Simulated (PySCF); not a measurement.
# From computed data to an observable: chemical shift, span and skew from a shielding tensor

Ge(H)(Br)(Me)2 (C2H7BrGe), SMILES [CH3][GeH]([CH3])[Br]. Atoms are numbered in the order given.

```xyz
11

Ge     0.7776     0.3284     0.0000
C      1.5066    -0.4759     1.6314
C      1.5066    -0.4759    -1.6314
Br    -1.5368    -0.0823     0.0000
H      0.9328     1.8748     0.0000
H      2.5984    -0.2901     1.6856
H      1.0214    -0.0379     2.5242
H      1.3255    -1.5679     1.6244
H      1.0214    -0.0379    -2.5242
H      2.5984    -0.2901    -1.6856
H      1.3255    -1.5679    -1.6244
```

Coordinates come from a PBE-D3(BJ)/def2-SVP optimisation.

GIAO shieldings from PBE0/pcSseg-1 in PySCF, non-relativistic, no solvent. The symmetric part of the tensor of C2 has the principal values 164.6, 176.1, 190.3 ppm. The same nucleus in TMS has σ = 186.3 ppm at this level (PySCF, at its B3LYP-D3(BJ)/def2-TZVP geometry). Without spin–orbit terms, shifts of atoms bonded to Cl or Br come out too high.

**Question.** Work out the isotropic shielding, the ¹³C shift against TMS, the span and the skew.

**Answer.** 
σ(iso) = (σ11 + σ22 + σ33)/3 = 177.0 ppm. δ = σ(ref) − σ(iso) = 186.3 − (177.0) = 9.3 ppm.
Span Ω = σ33 − σ11 = 25.7 ppm. Skew κ = 3(σ(iso) − σ22)/Ω = 0.11. Tumbling in solution averages the tensor to δ; in a static solid the shielding alone would spread this spin-1/2 line over Ω.
